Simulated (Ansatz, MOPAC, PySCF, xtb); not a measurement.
Spectroscopic constants of MgCl+, closed-shell singlet (lowest of 2S+1 = 1, 3 at CCSD(T)/def2-TZVPP on PBE0 minima; our sources give no spin for the ground state, which may be another).

Seven points along R, fitted to fifth degree in 1/R; most abundant isotopes. Runs in def2 and cc sets follow the lowest solution found near the PBE0 minimum. The singlet is held restricted. HF and MP2 rows in def2 and cc sets belong to the determinant that coupled cluster picked by its CCSD energy.

The values were computed with Ansatz (a first-principles code) with Gaussian orbitals; MOPAC for AM1, PM7 (differences of heats of formation); PySCF for 3-21G rows, 6-31G* rows, STO-3G rows; xtb for the GFN methods. 

| level | r_e (Å) | ω_e (cm⁻¹) | α_e (cm⁻¹) | ω_e x_e (cm⁻¹) |
|---|---|---|---|---|
| AM1 | 2.098 | 548 | 0.00076 | 1.2 |
| PM7 | 2.114 | 510 | 0.0011 | 1.2 |
| GFN1-xTB | 2.074 | 546 | 0.0028 | 4.5 |
| GFN2-xTB | 2.065 | 499 | 0.0028 | 3.1 |
| HF/STO-3G | 2.053 | 693 | 0.0011 | 1.6 |
| HF/3-21G | 2.211 | 523 | 0.0011 | 1.6 |
| HF/6-31G* | 2.128 | 566 | 0.0013 | 1.9 |
| HF/def2-TZVPP | 2.109 | 575 | 0.0014 | 1.9 |
| HF/def2-QZVPP | 2.105 | 579 | 0.0014 | 1.9 |
| SVWN5/def2-TZVPP | 2.102 | 551 | 0.0016 | 2.2 |
| PBE/def2-TZVPP | 2.125 | 534 | 0.0016 | 2.2 |
| BP86/6-31G* | 2.146 | 528 | 0.0015 | 2.2 |
| r2SCAN/def2-TZVPP | 2.110 | 559 | 0.0015 | 2.1 |
| B97M-V/def2-TZVPP | 2.104 | 561 | 0.0015 | 2.2 |
| B3LYP/6-31G* | 2.137 | 537 | 0.0015 | 2.1 |
| B3LYP/def2-TZVPP | 2.118 | 544 | 0.0015 | 2.2 |
| PBE0/def2-TZVPP | 2.108 | 557 | 0.0015 | 2.1 |
| BHLYP/def2-TZVPP | 2.102 | 566 | 0.0015 | 2.1 |
| CAM-B3LYP/def2-TZVPP | 2.103 | 562 | 0.0015 | 2.1 |
| wB97X-V/def2-TZVPP | 2.106 | 567 | 0.0014 | 2.0 |
| wB97M-V/def2-TZVPP | 2.110 | 559 | 0.0014 | 2.0 |
| B2PLYP/def2-TZVPP | 2.114 | 552 | 0.0015 | 2.1 |
| MP2/6-31G* | 2.129 | 564 | 0.0014 | 2.0 |
| MP2/def2-TZVPP | 2.114 | 561 | 0.0014 | 1.9 |
| MP2/def2-QZVPP | 2.099 | 574 | 0.0015 | 2.2 |
| SCS-MP2/def2-TZVPP | 2.116 | 558 | 0.0014 | 2.0 |
| SCS-MP2/def2-QZVPP | 2.102 | 571 | 0.0015 | 2.2 |
| CCSD/def2-TZVPP | 2.114 | 560 | 0.0014 | 2.0 |
| CCSD/def2-QZVPP | 2.098 | 575 | 0.0015 | 2.2 |
| CCSD(T)/def2-QZVPP | 2.101 | 569 | 0.0015 | 2.3 |

Correlated levels freeze the inner cores; with def2 sets outer-core shells near the valence are correlated too. Rows in 3-21G, 6-31G*, STO-3G carry no dispersion term and start afresh at each structure (6-31G* with six Cartesian d functions). MP2/6-31G* freezes PySCF's default core, which is smaller on s-block atoms. The state that AM1, PM7 reach isn't checked; PM7 holds dispersion and hydrogen-bond terms.
